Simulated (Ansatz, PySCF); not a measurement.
Molecule: AlBr₂, net charge 0, doublet state. It need not be the lowest isomer of its formula. SMILES: [Br][Al][Br]
Coordinates optimised at B3LYP-D3(BJ)/def2-TZVP (Ansatz, a quantum-chemistry and plane-wave program):
```
Al
Br 1 2.2822
Br 1 2.2822 2 119.32
```
Charge 0, spin multiplicity 2.

Quantity: atomisation energy (electronic, to ground-state atoms), in eV. Valence correlation only, unless marked. UHF or UKS for open shells. No spin-orbit coupling. Frozen are the shells of the preceding noble gas and the d and f shells that filled before the atom's block. No relativistic terms. The coupled-cluster limit lacks core correlation, which all-electron functionals hold. Basis-set limits of correlation are two-point, X^-3; Hartree-Fock from the larger set. [CCSD(T)-MP2]/basis is that difference in the basis named.

```csv
level,program,atomisation energy (eV),minus last row
HF/6-31G*,Ansatz,5.56,-1.66
M06-L/def2-TZVPD,PySCF,7.10,-0.12
PBE0/STO-3G,Ansatz,10.41,3.19
BHLYP/def2-TZVPD,Ansatz,6.79,-0.43
r2SCANh-D4/def2-TZVPD,Ansatz + dftd4,7.55,0.33
r2SCAN0-D4/def2-TZVPD,Ansatz + dftd4,7.45,0.23
PW6B95-D3(BJ)/def2-TZVPD,PySCF + dftd3,7.30,0.08
B2GP-PLYP/def2-TZVPD,Ansatz,7.08,-0.14
B2PLYP-D4/def2-TZVPD,Ansatz + dftd4,7.10,-0.12
MP2/6-31G*,Ansatz,6.89,-0.33
RI-MP2/def2-TZVPP,Ansatz,7.35,0.13
"RI-MP2/CBS(def2-TZVPP,def2-QZVPP)",Ansatz,7.66,0.44
SCS-MP2/STO-3G,Ansatz,8.93,1.71
SCS-MP2/def2-TZVPP,Ansatz,7.01,-0.21
"RI-MP2/CBS(def2-TZVPPD,def2-QZVPPD)+[CCSD(T)-MP2]/def2-TZVPPD",Ansatz,7.22,0.00
```
